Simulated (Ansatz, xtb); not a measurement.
CH11NO2Si3: which of two isomers lies lower

Structure I: `C[SiH2]O[SiH2]O[SiH2]N`, a singlet. Structure II: `C[Si](N)(O[SiH3])O[SiH3]`, a singlet. Both are isolated molecules in the gas phase, relaxed with B3LYP/def2-SVP, each in the lowest conformer that the search found.

I (Å):

```yaml
atoms:
  - { symbol: C, position_ang: [-3.6384, 2.3745, 1.3277] }
  - { symbol: N, position_ang: [1.0285, 0.4131, -1.1761] }
  - { symbol: O, position_ang: [-2.6497, -0.0417, 0.1083] }
  - { symbol: O, position_ang: [-1.0014, -1.5933, -1.4152] }
  - { symbol: Si, position_ang: [-2.2157, 1.5246, 0.4559] }
  - { symbol: Si, position_ang: [-2.3922, -1.5465, -0.5288] }
  - { symbol: Si, position_ang: [0.6121, -1.2036, -1.6025] }
  - { symbol: H, position_ang: [-3.3744, 3.4172, 1.5716] }
  - { symbol: H, position_ang: [-4.5381, 2.3891, 0.6918] }
  - { symbol: H, position_ang: [-3.8916, 1.8569, 2.2669] }
  - { symbol: H, position_ang: [-1.8785, 2.2502, -0.8061] }
  - { symbol: H, position_ang: [-1.0047, 1.5292, 1.3334] }
  - { symbol: H, position_ang: [-3.5269, -1.8772, -1.4272] }
  - { symbol: H, position_ang: [-2.3043, -2.5168, 0.5966] }
  - { symbol: H, position_ang: [0.9125, -1.3981, -3.0430] }
  - { symbol: H, position_ang: [1.4111, -2.1025, -0.7262] }
  - { symbol: H, position_ang: [0.7718, 1.2084, -1.7522] }
  - { symbol: H, position_ang: [1.1970, 0.6912, -0.2147] }
```

II (Å):

```xyz
18

C    -0.0542   -0.1347    1.6683
N    -2.3742    1.0774    0.2779
O    -0.3509    2.6974    1.0056
O     0.1760    0.9464   -0.9517
Si   -0.6704    1.1578    0.4764
Si    0.7261    3.9581    1.0339
Si   -0.0272    0.8767   -2.5971
H     1.0458   -0.1208    1.7236
H    -0.4583    0.0353    2.6783
H    -0.3558   -1.1449    1.3449
H    -2.9219    1.8929    0.0264
H    -2.8775    0.2108    0.1271
H     0.9373    4.5104   -0.3364
H     2.0436    3.5201    1.5831
H     0.1691    5.0286    1.9067
H     1.3155    0.7937   -3.2345
H    -0.7334    2.0879   -3.1122
H    -0.8188   -0.3298   -2.9844
```

Task: Which of the two would you expect CCSD(T)/def2-SVP + ΔMP2/def2-TZVPP electronic energies to favour?

Result: Not settled: CCSD(T)/def2-SVP + ΔMP2/def2-TZVPP gives E(II) − E(I) = −4.80 kJ/mol, but this leans on the basis-set step: CCSD(T) alone gives −4.18 kJ/mol.

Level by level:

| level | geometry | E(II) − E(I) (kJ/mol) | departure from the last row (kJ/mol) | job, with rough time for the two |
| --- | --- | --- | --- | --- |
| B3LYP/def2-SVP | B3LYP/def2-SVP | −1.47 | +3.33 | optimisation, 1.8 min |
| HF/def2-SVP | B3LYP/def2-SVP | −4.81 | −0.01 | part of the CCSD(T) run |
| MP2/def2-SVP | B3LYP/def2-SVP | −3.18 | +1.62 | part of the CCSD(T) run |
| CCSD(T)/def2-SVP | B3LYP/def2-SVP | −4.18 | +0.62 | single point |
| CCSD(T)/def2-SVP + ΔMP2/def2-TZVPP | B3LYP/def2-SVP | −4.80 |  | single point, 35 s |

As drawn, both hold the same kinds of bond in the same numbers.

B3LYP/def2-SVP finds them nearly level. The largest departure from CCSD(T)/def2-SVP + ΔMP2/def2-TZVPP is that of B3LYP/def2-SVP, 3.33 kJ/mol. A small imaginary or near-zero mode remains, so no thermal terms are given. Levels run at GFN2-xTB geometries aren't shown. The last row adds to CCSD(T) the change of the MP2 difference between the two basis sets, here −0.62 kJ/mol.

The correlated steps freeze 19 core orbitals. Programs: Ansatz 0.2.0, xtb 6.7.1; the last row on 4 threads of AMD EPYC 9R45 96-Core Processor (Zen 5) on a shared host.
